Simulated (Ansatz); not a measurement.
`O[SiH](O)S[SiH3]` + `N[SiH2]F` → `O[SiH](O)N[SiH2]F` + `[SiH3]S`  (ligand exchange at the Si–S bond)

Gas-phase electronic energies from Ansatz, PBE0-D4/def2-TZVP geometries. CBS: MP2 limit from def2 TZ/QZ plus the TZ coupled-cluster correction, frozen cores. DFT in def2-TZVPP. B3LYP here is the variant with VWN-RPA as its local correlation; programs differ in this. One conformer a species, not always the lowest.

`O[SiH](O)S[SiH3]`:

Cartesian coordinates in Å:
```
O -0.178 1.659 1.354
Si -0.069 1.138 -0.184
O 0.576 2.334 -1.096
S 1.205 -0.563 -0.432
Si -0.193 -2.070 0.162
H 0.631 1.922 1.798
H -1.454 0.785 -0.559
H 0.969 2.088 -1.934
H -0.798 -1.743 1.477
H -1.272 -2.221 -0.846
H 0.584 -3.329 0.258
```

`N[SiH2]F`:

Z-matrix (Å, degrees):
```
Si
F 1 1.605
N 1 1.696 2 114.6
H 1 1.479 2 105.8 3 -119.3
H 1 1.479 2 105.8 3 119.3
H 3 1.006 1 122.0 2 77.5
H 3 1.006 1 122.0 2 -77.5
```

`O[SiH](O)N[SiH2]F`:

Z-matrix (Å, degrees):
```
Si
O 1 1.636
N 1 1.728 2 106.0
O 1 1.636 2 116.1 3 -121.8
H 1 1.471 2 106.1 3 122.6
H 2 0.960 1 119.1 3 47.6
Si 3 1.707 1 125.7 2 13.2
H 3 1.010 1 117.3 2 -161.5
H 4 0.958 1 118.5 2 66.7
F 7 1.610 3 109.7 1 -63.0
H 7 1.477 3 112.5 1 53.4
H 7 1.481 3 109.0 1 179.1
```

`[SiH3]S`:

Cartesian coordinates in Å:
```
Si -0.494 -0.183 0.040
S 1.506 -0.073 -0.705
H -0.520 -0.487 1.493
H -1.122 -1.289 -0.720
H -1.236 1.081 -0.197
H 1.865 0.950 0.089
```

| level | ΔE (kJ/mol) | difference from CCSD(T)/CBS |
| --- | --- | --- |
| B3LYP-D4 | -5.2 | -0.5 |
| ωB97X-V | -4.7 | 0.0 |
| ωB97M-V | -5.3 | -0.6 |
| B2PLYP | -6.0 | -1.3 |
| HF/def2-TZVPP | -13.5 | -8.8 |
| HF/def2-QZVPP | -14.2 | -9.5 |
| MP2/def2-QZVPP | -1.5 | 3.2 |
| SCS-MP2/def2-QZVPP | -5.4 | -0.7 |
| HF/CBS(def2) | -14.3 | -9.6 |
| MP2/CBS(def2) | 0.5 | 5.2 |
| CCSD(T)/CBS | -4.7 | 0 |

Largest T1 diagnostic among the species: 0.012.

In def2-TZVPP, CCSD(T) changes the Hartree–Fock value by +4.7 kJ/mol (the triples alone add +2.0 kJ/mol) and MP2 by +9.9 kJ/mol.
